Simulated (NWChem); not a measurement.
System: pentafluorosilicate (SiF5 anion); SMILES F[Si-](F)(F)(F)F

The following NWChem deck was run.

```
start job
memory heap 200 mb stack 900 mb global 1100 mb
charge -1
geometry units angstroms noautoz
  F     -1.627840    -0.229621    -0.392086
  Si     0.000000     0.000000    -0.027009
  F     -0.229621     1.627840    -0.392086
  F      0.229621    -1.627840    -0.392086
  F      0.000000     0.000000     1.619264
  F      1.627840     0.229621    -0.392086
end
basis spherical
  * library def2-svp
end
dft
  xc scan
  grid coarse
  iterations 150
  mulliken
end
task dft gradient
```

Parts of the log:

```
             Northwest Computational Chemistry Package (NWChem) 7.3.0
             --------------------------------------------------------

 C4V symmetry detected

                             Geometry "geometry" -> ""
                             -------------------------

 Output coordinates in angstroms (scale by  1.889725989 to convert to a.u.)

  No.       Tag          Charge          X              Y              Z
 ---- ---------------- ---------- -------------- -------------- --------------
    1 F                    9.0000     1.64395525     0.00000000    -0.39344454
    2 Si                  14.0000     0.00000000     0.00000000    -0.02836754
    3 F                    9.0000     0.00000000    -1.64395525    -0.39344454
    4 F                    9.0000     0.00000000     1.64395525    -0.39344454
    5 F                    9.0000     0.00000000     0.00000000     1.61790546
    6 F                    9.0000    -1.64395525     0.00000000    -0.39344454

 Effective nuclear repulsion energy (a.u.)     364.6985097640

      Symmetry information
      --------------------

 Group name             C4v
 Group number             18
 Group order               8
 No. of unique centers     3

                                 NWChem DFT Module
                                 -----------------

 Summary of "ao basis" -> "ao basis" (spherical)
 ------------------------------------------------------------------------------
       Tag                 Description            Shells   Functions and Types
 ---------------- ------------------------------  ------  ---------------------
 F                          def2-svp                 6       14   3s2p1d
 Si                         def2-svp                 8       18   4s3p1d

      Symmetry analysis of basis
      --------------------------

        a1         24
        a2          4
        b1         12
        b2          6
        e          42

            General Information
            -------------------
          SCF calculation type: DFT
          Wavefunction type:  closed shell.
          No. of atoms     :     6
          No. of electrons :    60
           Alpha electrons :    30
            Beta electrons :    30
          Charge           :    -1
          Spin multiplicity:     1
          Use of symmetry is: on ; symmetry adaption is: on
          Maximum number of iterations: 150
          AO basis - number of functions:    88
                     number of shells:    38
          Convergence on energy requested:  1.00D-06
          Convergence on density requested:  1.00D-05
          Convergence on gradient requested:  5.00D-04

              XC Information
              --------------
                         SCAN Method XC Functional
                  SCAN metaGGA Exchange Functional  1.000
                        SCAN Correlation Potential  1.000

             Grid Information
             ----------------
          Grid used for XC integration:  coarse
          Radial quadrature: Mura-Knowles
          Angular quadrature: Lebedev.
          Tag              B.-S. Rad. Rad. Pts. Rad. Cut. Ang. Pts.
          ---              ---------- --------- --------- ---------
          F                   0.50       35           7.0       302
          Si                  1.10       70           5.0       302
          Grid pruning is: on
          Number of quadrature shells:   140
          Spatial weights used:  Erf1

      Superposition of Atomic Density Guess
      -------------------------------------

 Sum of atomic energies:        -785.20110117

 Renormalizing density from      59.00 to     60

      Non-variational initial energy
      ------------------------------

 Total energy =    -793.556744
 1-e energy   =   -1854.168760
 2-e energy   =     695.913506
 HOMO         =      -0.264097
 LUMO         =       0.346815

      Symmetry analysis of molecular orbitals - initial
      -------------------------------------------------

  Numbering of irreducible representations:

     1 a1          2 a2          3 b1          4 b2          5 e

  Orbital symmetries:

     1 a1          2 a1          3 a1          4 e           5 e
     6 b1          7 a1          8 e           9 e          10 a1
    11 a1         12 e          13 e          14 a1         15 b1
    16 a1         17 e          18 e          19 a1         20 b2
    21 e          22 e          23 a1         24 b1         25 e
    26 e          27 b1         28 e          29 e          30 a2
    31 a1         32 a1         33 e          34 e          35 a1
    36 a1         37 e          38 e          39 b2         40 e

     ---------------------------------------------
      Total Density - Mulliken Population Analysis
     ---------------------------------------------

    Atom       Charge   Shell Charges
 -----------   ------   -------------------------------------------------------
    1 F    9     9.65   1.99  1.11  0.82  3.39  2.34  0.00
    2 Si  14    11.77   2.00  1.98  0.55  0.05  5.90  0.59  0.35  0.36
    3 F    9     9.65   1.99  1.11  0.82  3.39  2.34  0.00
    4 F    9     9.65   1.99  1.11  0.82  3.39  2.34  0.00
    5 F    9     9.61   1.99  1.10  0.82  3.37  2.32  0.00
    6 F    9     9.65   1.99  1.11  0.82  3.39  2.34  0.00

   convergence    iter        energy       DeltaE   RMS-Dens  Diis-err
 ---------------- ----- ----------------- --------- --------- ---------
 d= 0,ls=0.0,diis     1   -788.3374447888 -1.15D+03  2.03D-02  1.18D+00
 d= 0,ls=0.0,diis     2   -788.3469698178 -9.53D-03  9.70D-03  1.38D+00
 d= 0,ls=0.0,diis     3   -788.4664706797 -1.20D-01  1.43D-03  8.34D-02
 d= 0,ls=0.0,diis     4   -788.4725078223 -6.04D-03  2.13D-04  1.63D-03
 d= 0,ls=0.0,diis     5   -788.4726155218 -1.08D-04  6.03D-05  1.31D-04
  Resetting Diis
 d= 0,ls=0.0,diis     6   -788.4726257377 -1.02D-05  6.45D-06  1.55D-06
 d= 0,ls=0.0,diis     7   -788.4726258581 -1.20D-07  1.48D-06  1.14D-08

         Total DFT energy =     -788.472625858127
      One electron energy =    -1839.555907073457
           Coulomb energy =      760.047938945161
    Exchange-Corr. energy =      -73.663167493821
 Nuclear repulsion energy =      364.698509763991

 Numeric. integr. density =       60.000039315000

                  Occupations of the irreducible representations
                  ----------------------------------------------

                     irrep           alpha         beta
                     --------     --------     --------
                     a1               10.0         10.0
                     a2                1.0          1.0
                     b1                4.0          4.0
                     b2                1.0          1.0
                     e                14.0         14.0

                       DFT Final Molecular Orbital Analysis
                       ------------------------------------

 Vector   28  Occ=2.000000D+00  E=-1.239440D-01  Symmetry=e
              MO Center= -5.0D-15, -8.1D-15, -2.9D-01, r^2= 3.2D+00
   Bfn.  Coefficient  Atom+Function         Bfn.  Coefficient  Atom+Function
  ----- ------------  ---------------      ----- ------------  ---------------
    36      0.403287  3 F  px                50      0.403287  4 F  px
    39     -0.285893  3 F  px                53     -0.285893  4 F  px
     4      0.179450  1 F  px                78      0.179450  6 F  px
    64     -0.143619  5 F  px                 6      0.140570  1 F  pz
    80     -0.140570  6 F  pz                 7     -0.133399  1 F  px

 Vector   29  Occ=2.000000D+00  E=-1.239440D-01  Symmetry=e
              MO Center=  4.0D-13,  5.1D-14, -2.9D-01, r^2= 3.2D+00
   Bfn.  Coefficient  Atom+Function         Bfn.  Coefficient  Atom+Function
  ----- ------------  ---------------      ----- ------------  ---------------
     5      0.403287  1 F  py                79      0.403287  6 F  py
     8     -0.285893  1 F  py                82     -0.285893  6 F  py
    37      0.179450  3 F  py                51      0.179450  4 F  py
    65     -0.143619  5 F  py                38     -0.140570  3 F  pz
    52      0.140570  4 F  pz                40     -0.133399  3 F  py

 Vector   30  Occ=2.000000D+00  E=-9.123558D-02  Symmetry=a2
              MO Center=  8.6D-15,  1.5D-14, -3.9D-01, r^2= 3.2D+00
   Bfn.  Coefficient  Atom+Function         Bfn.  Coefficient  Atom+Function
  ----- ------------  ---------------      ----- ------------  ---------------
     5      0.350837  1 F  py                36      0.350837  3 F  px
    50     -0.350837  4 F  px                79     -0.350837  6 F  py
     8     -0.245862  1 F  py                39     -0.245862  3 F  px
    53      0.245862  4 F  px                82      0.245862  6 F  py

 Vector   31  Occ=0.000000D+00  E= 2.220133D-01  Symmetry=a1
              MO Center= -6.6D-16,  6.1D-16, -8.1D-01, r^2= 2.4D+00
   Bfn.  Coefficient  Atom+Function         Bfn.  Coefficient  Atom+Function
  ----- ------------  ---------------      ----- ------------  ---------------
    18      1.112989  2 Si s                 27     -0.444445  2 Si pz
     3     -0.301484  1 F  s                 35     -0.301484  3 F  s
    49     -0.301484  4 F  s                 77     -0.301484  6 F  s
    16      0.282600  2 Si s                 17      0.271513  2 Si s
    24     -0.206983  2 Si pz                 7      0.181579  1 F  px

 Vector   32  Occ=0.000000D+00  E= 3.204652D-01  Symmetry=a1
              MO Center=  3.4D-15, -2.9D-15,  5.8D-01, r^2= 3.0D+00
   Bfn.  Coefficient  Atom+Function         Bfn.  Coefficient  Atom+Function
  ----- ------------  ---------------      ----- ------------  ---------------
    18      0.947919  2 Si s                 27      0.924740  2 Si pz
    63     -0.588560  5 F  s                 24      0.295849  2 Si pz
    69      0.234363  5 F  pz                62     -0.206386  5 F  s
    66     -0.191166  5 F  pz                 6      0.166434  1 F  pz
    38      0.166434  3 F  pz                52      0.166434  4 F  pz

 Vector   33  Occ=0.000000D+00  E= 4.050687D-01  Symmetry=e
              MO Center=  4.1D-16,  1.2D-16,  2.1D-01, r^2= 3.8D+00
   Bfn.  Coefficient  Atom+Function         Bfn.  Coefficient  Atom+Function
  ----- ------------  ---------------      ----- ------------  ---------------
    26      1.146313  2 Si py                25     -0.960628  2 Si px
    35      0.462194  3 F  s                 49     -0.462194  4 F  s
     3      0.387326  1 F  s                 77     -0.387326  6 F  s
    23      0.191732  2 Si py                65      0.177155  5 F  py
    68     -0.162573  5 F  py                22     -0.160674  2 Si px

     ---------------------------------------------
      Total Density - Mulliken Population Analysis
     ---------------------------------------------

    Atom       Charge   Shell Charges
 -----------   ------   -------------------------------------------------------
    1 F    9     9.44   1.99  1.11  0.82  3.34  2.17  0.00
    2 Si  14    12.82   2.00  1.98  0.79 -0.05  5.93  1.00  0.46  0.71
    3 F    9     9.44   1.99  1.11  0.82  3.34  2.17  0.00
    4 F    9     9.44   1.99  1.11  0.82  3.34  2.17  0.00
    5 F    9     9.42   1.99  1.12  0.81  3.35  2.15  0.00
    6 F    9     9.44   1.99  1.11  0.82  3.34  2.17  0.00

     -------------------------------------------
      Total Density - Lowdin Population Analysis
     -------------------------------------------

    Atom       Charge   Shell Charges
 -----------   ------   -------------------------------------------------------
    1 F    9     9.31   1.98  1.02  0.79  3.23  2.28  0.00
    2 Si  14    13.49   2.00  1.91  0.54  0.22  5.81  1.07  0.83  1.10
    3 F    9     9.31   1.98  1.02  0.79  3.23  2.28  0.00
    4 F    9     9.31   1.98  1.02  0.79  3.23  2.28  0.00
    5 F    9     9.27   1.98  1.01  0.78  3.23  2.27  0.00
    6 F    9     9.31   1.98  1.02  0.79  3.23  2.28  0.00

     Multipole analysis of the density
     ---------------------------------

     L   x y z        total         alpha         beta         nuclear
     -   - - -        -----         -----         ----         -------
     0   0 0 0     -1.000000    -30.000000    -30.000000     59.000000

     1   1 0 0      0.000000      0.000000      0.000000      0.000000
     1   0 1 0      0.000000      0.000000      0.000000      0.000000
     1   0 0 1     -0.068913     -0.034457     -0.034457      0.000000

     2   2 0 0    -34.046879   -103.883507   -103.883507    173.720136
     2   1 1 0      0.000000      0.000000      0.000000      0.000000
     2   1 0 1      0.000000      0.000000      0.000000      0.000000
     2   0 2 0    -34.046879   -103.883507   -103.883507    173.720136
     2   0 1 1     -0.000000     -0.000000     -0.000000     -0.000000
     2   0 0 2    -29.892278    -66.981150    -66.981150    104.070022

            General Information
            -------------------
          SCF calculation type: DFT
          Wavefunction type:  closed shell.
          No. of atoms     :     6
          No. of electrons :    60
           Alpha electrons :    30
            Beta electrons :    30
          Charge           :    -1
          Spin multiplicity:     1
          Use of symmetry is: on ; symmetry adaption is: on
          Maximum number of iterations: 150
          AO basis - number of functions:    88
                     number of shells:    38
          Convergence on energy requested:  1.00D-06
          Convergence on density requested:  1.00D-05
          Convergence on gradient requested:  5.00D-04

              XC Information
              --------------
                         SCAN Method XC Functional
                  SCAN metaGGA Exchange Functional  1.000
                        SCAN Correlation Potential  1.000

             Grid Information
             ----------------
          Grid used for XC integration:  coarse
          Radial quadrature: Mura-Knowles
          Angular quadrature: Lebedev.
          Tag              B.-S. Rad. Rad. Pts. Rad. Cut. Ang. Pts.
          ---              ---------- --------- --------- ---------
          F                   0.50       35           7.0       302
          Si                  1.10       70           5.0       302
          Grid pruning is: on
          Number of quadrature shells:   140
          Spatial weights used:  Erf1

          Convergence Information
          -----------------------
          Convergence aids based upon iterative change in
          total energy or number of iterations.
          Levelshifting, if invoked, occurs when the
          HOMO/LUMO gap drops below (HL_TOL):  1.00D-02
          DIIS, if invoked, will attempt to extrapolate
          using up to (NFOCK): 10 stored Fock matrices.

                    Damping( 0%)  Levelshifting(0.5)       DIIS
                  --------------- ------------------- ---------------
          dE  on:    start            ASAP                start
          dE off:    2 iters        150 iters           150 iters

                            NWChem DFT Gradient Module
                            --------------------------

  charge          =  -1.00
  wavefunction    = closed shell

  Using symmetry

                         DFT ENERGY GRADIENTS

    atom               coordinates                        gradient
                 x          y          z           x          y          z
   1 F       3.106625   0.000000  -0.743502    0.009982   0.000000  -0.002750
   2 Si      0.000000   0.000000  -0.053607    0.000000   0.000000   0.002679
   3 F       0.000000  -3.106625  -0.743502    0.000000  -0.009982  -0.002750
   4 F       0.000000   3.106625  -0.743502    0.000000   0.009982  -0.002750
   5 F       0.000000   0.000000   3.057398    0.000000   0.000000   0.008322
   6 F      -3.106625   0.000000  -0.743502   -0.009982   0.000000  -0.002750
```

Level: SCAN/def2-SVP. Sets without diffuse functions describe the anion's extra electron poorly. All runs use the structure optimised with B3LYP/def2-SVPD. Not confirmed as a minimum by frequencies.
